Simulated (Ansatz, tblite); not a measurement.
Cost and result up the ladder for `c1ccc(-c2ccc(-c3ccc(-c4ccc(-c5ccc(-c6ccc(-c7ccc(-c8ccc(-c9ccccc9)cc8)cc7)cc6)cc5)cc4)cc3)cc2)cc1` (92 atoms). Total charge 0; singlet. Geometry: PBE-D4/def2-SVP.

```xyz
92

C    13.241   11.395    6.934
C    12.325   11.870    5.982
C    11.342   11.019    5.461
C    11.250    9.671    5.880
C    10.209    8.770    5.329
C     9.613    7.764    6.125
C     8.631    6.916    5.606
C     8.197    7.028    4.265
C     7.156    6.129    3.716
C     6.252    6.572    2.723
C     5.270    5.724    2.204
C     5.141    4.389    2.654
C     4.098    3.491    2.107
C     3.674    3.591    0.762
C     2.690    2.744    0.246
C     2.078    1.753    1.049
C     1.034    0.857    0.504
C     0.147    1.291   -0.509
C    -0.840    0.445   -1.022
C    -0.992   -0.878   -0.549
C    -2.040   -1.773   -1.090
C    -2.674   -2.739   -0.275
C    -3.665   -3.581   -0.784
C    -4.071   -3.505   -2.137
C    -5.120   -4.399   -2.677
C    -5.081   -4.854   -4.015
C    -6.070   -5.699   -4.524
C    -7.152   -6.129   -3.721
C    -8.202   -7.024   -4.261
C    -7.903   -8.005   -5.234
C    -8.893   -8.850   -5.742
C   -10.234   -8.757   -5.303
C   -11.285   -9.653   -5.841
C   -11.248  -10.094   -7.185
C   -12.241  -10.941   -7.694
C   -13.296  -11.369   -6.872
C   -13.348  -10.941   -5.536
C   -12.354  -10.094   -5.027
C   -10.534   -7.776   -4.330
C    -9.543   -6.931   -3.822
C    -7.193   -5.672   -2.384
C    -6.202   -4.830   -1.874
C    -3.435   -2.541   -2.953
C    -2.446   -1.695   -2.442
C    -0.106   -1.313    0.464
C     0.882   -0.468    0.976
C     2.503    1.653    2.394
C     3.488    2.500    2.910
C     6.045    3.946    3.647
C     7.028    4.794    4.164
C     8.794    8.033    3.469
C     9.775    8.883    3.989
C    12.180    9.207    6.840
C    13.164   10.059    7.361
H    14.014   12.063    7.343
H    12.371   12.918    5.647
H    10.612   11.410    4.736
H     9.899    7.672    7.184
H     8.162    6.171    6.267
H     6.297    7.616    2.377
H     4.559    6.115    1.461
H     4.153    4.325    0.097
H     2.413    2.826   -0.816
H     0.209    2.327   -0.875
H    -1.535    0.831   -1.783
H    -2.397   -2.816    0.787
H    -4.125   -4.331   -0.123
H    -4.245   -4.553   -4.665
H    -6.015   -6.020   -5.575
H    -6.863   -8.133   -5.572
H    -8.615   -9.627   -6.470
H   -10.442   -9.743   -7.847
H   -12.195  -11.263   -8.746
H   -14.076  -12.035   -7.272
H   -14.165  -11.277   -4.879
H   -12.390   -9.788   -3.971
H   -11.574   -7.648   -3.993
H    -9.822   -6.154   -3.093
H    -8.011   -6.001   -1.724
H    -6.276   -4.481   -0.833
H    -3.736   -2.440   -4.007
H    -1.962   -0.969   -3.112
H    -0.170   -2.348    0.830
H     1.578   -0.854    1.735
H     2.023    0.921    3.060
H     3.766    2.417    3.971
H     5.999    2.902    3.992
H     7.738    4.402    4.907
H     8.510    8.126    2.410
H    10.244    9.629    3.329
H    12.147    8.155    7.161
H    13.882    9.672    8.101
```

Ansatz on 4 threads of AMD EPYC 7R13 on a shared host and a share (37 GiB) of an NVIDIA H100 80GB HBM3; xTB runs through tblite on one thread. Times are rough, summed over both states, and most runs start from the orbitals of an earlier one. PBE0-D4/def2-SVP serves as the yardstick here, not as an exact answer. The other state is a doublet.

The xTB rows come from tblite. Single mean-field runs in def2-SVP are fitted with def2-universal-jkfit.

Raw xTB energies of ions are shifted by several eV.

| level | functions | wall time |
| --- | --- | --- |
| GFN2-xTB | 254 | 0.92 s |
| GFN1-xTB | 292 | 1.2 s |
| PBE-D4/def2-SVP | 946 | 27 s |
| B97M-V/def2-SVP (with forces) | 946 | 34 s |
| PBE0-D4/def2-SVP (with forces) | 946 | 35 s |

(1) Estimate what each level gives for the vertical IE (eV).

## Answers

(1) 
| level | vertical IE (eV) | difference from PBE0-D4/def2-SVP (eV) |
| --- | --- | --- |
| GFN2-xTB | 10.97 | 4.32 |
| GFN1-xTB | 11.99 | 5.33 |
| PBE-D4/def2-SVP | 6.17 | -0.49 |
| B97M-V/def2-SVP (with forces) | 6.22 | -0.44 |
| PBE0-D4/def2-SVP (with forces) | 6.66 | 0.00 |
